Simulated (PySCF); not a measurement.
(2S)-1-bromo-2-fluoropropane (C3H6BrF), SMILES C[C@H](F)CBr. The structure is a stationary point at PBE-D3(BJ)/def2-SVP. One conformer was computed; it need not be the lowest.

Computed equilibrium geometry at PBE-D3(BJ)/def2-SVP (PySCF confirms it by a frequency run) as bond lengths and angles (one conformer of several):
Atoms: C1 C2 F3 C4 Br5 H6 H7 H8 H9 H10 H11. Bond lengths (Å): C1–C2 1.516, C1–H6 1.107, C1–H7 1.107, C1–H8 1.109, C2–F3 1.402, C2–C4 1.527, C2–H9 1.114, C4–Br5 1.958, C4–H10 1.107, C4–H11 1.105. Angles (°): C2–C1–H6 110.5, C2–C1–H7 110.2, C2–C1–H8 110.2, H6–C1–H7 108.7, H6–C1–H8 108.6, H7–C1–H8 108.5, C1–C2–F3 109.1, C1–C2–C4 114.9, C1–C2–H9 110.6, F3–C2–C4 105.4, F3–C2–H9 107.5, C4–C2–H9 109.0, C2–C4–Br5 112.0, C2–C4–H10 111.2, C2–C4–H11 110.1, Br5–C4–H10 107.1, Br5–C4–H11 106.8, H10–C4–H11 109.5.
